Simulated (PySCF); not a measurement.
Molfile (atoms numbered from 1):
```
C5H9FOS
     RDKit          3D

 17 17  0  0  0  0  0  0  0  0999 V2000
    2.4274    1.6083    0.0395 C   0  0  0  0  0  0  0  0  0  0  0  0
    0.6162    1.5932    0.1087 S   0  0  0  0  0  4  0  0  0  0  0  0
    0.1459    2.0205   -1.2548 O   0  0  0  0  0  0  0  0  0  0  0  0
    0.4193   -0.2311    0.1436 C   0  0  0  0  0  0  0  0  0  0  0  0
   -1.0229   -0.5391   -0.1230 C   0  0  1  0  0  0  0  0  0  0  0  0
   -1.6150   -1.8643    0.3003 C   0  0  0  0  0  0  0  0  0  0  0  0
   -1.9796   -0.6157    1.0216 C   0  0  1  0  0  0  0  0  0  0  0  0
   -1.4729   -0.4516    2.2724 F   0  0  0  0  0  0  0  0  0  0  0  0
    2.8530    1.1921    0.9641 H   0  0  0  0  0  0  0  0  0  0  0  0
    2.7228    2.6600   -0.0728 H   0  0  0  0  0  0  0  0  0  0  0  0
    2.7446    1.0383   -0.8457 H   0  0  0  0  0  0  0  0  0  0  0  0
    0.7465   -0.5900    1.1313 H   0  0  0  0  0  0  0  0  0  0  0  0
    1.0702   -0.6433   -0.6444 H   0  0  0  0  0  0  0  0  0  0  0  0
   -1.3978   -0.0851   -1.0463 H   0  0  0  0  0  0  0  0  0  0  0  0
   -2.3541   -2.3452   -0.3452 H   0  0  0  0  0  0  0  0  0  0  0  0
   -0.9574   -2.5504    0.8415 H   0  0  0  0  0  0  0  0  0  0  0  0
   -2.9805   -0.1834    0.9260 H   0  0  0  0  0  0  0  0  0  0  0  0
  2  1  1  6
  2  3  2  0
  2  4  1  0
  4  5  1  0
  5  6  1  0
  6  7  1  0
  7  8  1  0
  7  5  1  0
  1  9  1  0
  1 10  1  0
  1 11  1  0
  4 12  1  0
  4 13  1  0
  5 14  1  6
  6 15  1  0
  6 16  1  0
  7 17  1  6
M  END
```

Geometry: PBE0-D3(BJ)/def2-SVP; GIAO shifts from PySCF 2.14.0 with density-fitted response routines, gas phase, non-relativistic, averaged over equivalent atoms.

At mPW1PW91/pcSseg-1 (188 basis functions, 20 s wall time on 1 thread of an Arm Neoverse V2, shared host):
```json
{"atoms": "C7", "δ (ppm)": "71.8"}
{"atoms": "C4", "δ (ppm)": "57.5"}
{"atoms": "C1", "δ (ppm)": "43.2"}
{"atoms": "C6", "δ (ppm)": "13.2"}
{"atoms": "C5", "δ (ppm)": "11.7"}
{"atoms": "S2", "δ (ppm)": "297.2"}
{"atoms": "O3", "δ (ppm)": "52.8"}
{"atoms": "F8", "δ (ppm)": "-244.5"}
{"atoms": "H17", "δ (ppm)": "4.42"}
{"atoms": "H13", "δ (ppm)": "2.75"}
{"atoms": "H9/H10/H11", "δ (ppm)": "2.31"}
{"atoms": "H12", "δ (ppm)": "2.04"}
{"atoms": "H14", "δ (ppm)": "1.48"}
{"atoms": "H15", "δ (ppm)": "0.96"}
{"atoms": "H16", "δ (ppm)": "0.64"}
```

δ = σ(ref) − σ, references computed at the same level: 13C (σref 183.54), 1H (σref 31.32) vs TMS; 33S (σref 492.68) vs CS2; H2O for 17O (σref 333.30); 19F (σref 177.88) vs CFCl3.

Estimate the result of repeating the calculation with PBE0/pcSseg-1.

Answers


| atoms | δ at PBE0/pcSseg-1 | change |
| --- | --- | --- |
| C7 | 71.8 | +0.0 |
| C4 | 57.8 | +0.3 |
| C1 | 43.2 | +0.0 |
| C6 | 13.1 | -0.1 |
| C5 | 11.7 | +0.0 |
| S2 | 295.6 | -1.6 |
| O3 | 54.0 | +1.2 |
| F8 | -245.2 | -0.7 |
| H17 | 4.44 | +0.02 |
| H13 | 2.75 | +0.00 |
| H9/H10/H11 | 2.31 | +0.00 |
| H12 | 2.04 | +0.00 |
| H14 | 1.48 | +0.00 |
| H15 | 0.96 | +0.00 |
| H16 | 0.62 | -0.02 |

Shifts are taken against calculated references (same method and geometry level): 13C (σ = 184.41 ppm), 1H (σ = 31.27 ppm) vs TMS; 33S (σ = 495.66 ppm) against CS2; H2O for 17O (σ = 334.56 ppm); 19F (σ = 177.25 ppm) against CFCl3.

The largest change is at S2 (sulfoxide sulfur). Cost: 188 basis functions, 22 s wall time on 1 thread of an Arm Neoverse V2, shared host. The order of the carbon signals is the same at both levels.

Unscaled 19F shifts against computed CFCl3 carry errors that often reach 10 to 50 ppm. Experimental scales use liquid or dissolved standards, which lie at an offset from isolated H2O (liquid H2O: subtract about 36 ppm).
